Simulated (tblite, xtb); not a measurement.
C4H9NaO, singlet, at a GFN2-xTB geometry (such geometries of metal compounds can be far from the true shape). Base run: GFN1-xTB (xtb).

Geometry (Å):
```xyz
15

Na     1.4142     1.6445     0.9912
O      0.0064     0.4844     0.8265
C     -0.3421    -0.3636    -0.1803
C      0.7526    -1.4235    -0.4264
C     -1.6513    -1.0992     0.1904
C     -0.5767     0.3988    -1.5019
H      0.4641    -2.1162    -1.2127
H      0.9243    -1.9782     0.4925
H      1.6837    -0.9237    -0.7126
H     -1.4988    -1.6514     1.1130
H     -1.9538    -1.7839    -0.5974
H     -2.4354    -0.3663     0.3559
H      0.3467     0.9093    -1.7948
H     -1.3533     1.1443    -1.3501
H     -0.8797    -0.2743    -2.2995
```
Charge 0, spin multiplicity 1.
All else is at xtb's defaults.
Base energy -18.33854 Eh.

Programs used: tblite, xtb; a row that names a program was run with it.

Variants of this job, named by their change:

```
change                                                      ΔE vs base (kcal/mol)  HOMO-LUMO gap (eV)  dipole (D)  G_solv (kcal/mol)  SCF cycles
----------------------------------------------------------  ---------------------  ------------------  ----------  -----------------  ----------
base                                                                        0.000                4.35        6.89                  -           9
program = tblite; method = gfn1; option = (--alpb, water)                       …                   -           -                  -           -
alpb = methanol                                                            -29.54                4.97        7.28             -30.76           9
alpb = acetonitrile                                                             …                   …           …                  …           9
etemp = 5000                                                               -0.334                4.41        6.69                  -           9
acc = 0.0001                                                                0.000                4.35        6.89                  -          14
program = tblite; method = gfn1; option = --spin-polarized                  0.000                   -           -                  -           -
program = tblite; method = gfn1; option = (--etemp, 2000)                   0.000                   -           -                  -           -
gbsa = water                                                               -19.44                4.96        7.48             -20.60           9
etemp = 10000                                                                   …                   …           …                  -           9
```

Q: What belongs in the gaps?

A: 
- program = tblite; method = gfn1; option = (--alpb, water), ΔE vs base (kcal/mol): -33.39
- alpb = acetonitrile, ΔE vs base (kcal/mol): -22.81
- alpb = acetonitrile, HOMO-LUMO gap (eV): 4.93
- alpb = acetonitrile, dipole (D): 7.30
- alpb = acetonitrile, G_solv (kcal/mol): -23.87
- etemp = 10000, ΔE vs base (kcal/mol): -8.85
- etemp = 10000, HOMO-LUMO gap (eV): 5.01
- etemp = 10000, dipole (D): 5.07

ALPB and GBSA are two models with their own fitted parameters for each solvent, which aren't always the measured dielectric constant.
